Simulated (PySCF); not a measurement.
# Ionisation energy of B⁺ by level of theory

B⁺ [He] 2s2 (1S) → B²⁺ [He] 2s1 (2S), as a difference of total energies. Calculation: PySCF 2.14, in x2c-SVPall (3s2p1d, 14 functions); scalar relativity by spin-free X2C-1e. Correlated levels: valence: 1s2 frozen. The calculations carry no spin-orbit coupling.

```
           method  ionisation energy (eV)
              UHF                  23.267
              PBE                  24.510
           r2SCAN                  24.118
    MP2 (valence)                  24.161
SCS-MP2 (valence)                  24.340
   CCSD (valence)                  24.880
```

Q: How much does correlation contribute at MP2 (valence)?

A: 24.161 − (23.267) = 0.894 eV, measured against UHF.

Errors of the correlated levels include the incompleteness of this basis and the frozen core.

With two correlated electrons CCSD is exact in that space.

The coupled-cluster amplitudes are large for B⁺ (T1 above 0.03 or a double amplitude above 0.15), so a single reference is strained.

For comparison: 25.155 eV (measured; NIST Atomic Spectra Database, ionization energies).
